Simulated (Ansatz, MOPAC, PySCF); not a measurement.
Dimer: CH6OSn (SMILES C[O][SnH3]) (first 9 atoms) with NH3 (SMILES N); geometry from B3LYP-D3(BJ)/def2-TZVP, rigid monomers moved along the line of their centres of mass till Sn3···N10 is 2.54 Å.
(charge 0, multiplicity 1):
```xyz
13

C     -2.39905     0.93891     1.31316
O     -1.37291     0.01229     1.60068
Sn     0.54451     0.55248     1.33345
H     -3.35935     0.45428     1.51037
H     -2.34094     1.83846     1.93862
H     -2.39361     1.26150     0.26457
H      0.30416     2.16827     0.74634
H      1.28825    -0.35540     0.09287
H      1.38799     0.64904     2.81542
N      0.25138    -1.81142     2.21285
H      0.53081    -2.03375     3.16058
H     -0.75244    -1.65602     2.19280
H      0.47371    -2.60229     1.62058
```

Counterpoise-corrected where a basis set is named; no monomer relaxation.

The state reached by PM3 isn't checked.

Codes used: Ansatz (Gaussian orbitals); MOPAC for PM3 (differences of heats of formation); PySCF for the dispersion terms. Each number belongs to the level named beside it. In def2 rows elements past Kr take small-core potentials, without spin–orbit coupling.

One of these levels gives -30.4 kJ/mol for the interaction energy. Which one is it?
A. PBE/def2-TZVPPD
B. PM3
C. PBE-D4/def2-TZVPPD
D. B3LYP/def2-TZVPPD

C, PBE-D4/def2-TZVPPD. The others give -2.4 (PM3), -22.2 (PBE/def2-TZVPPD), -13.6 (B3LYP/def2-TZVPPD)

Ansatz is an electronic-structure program.
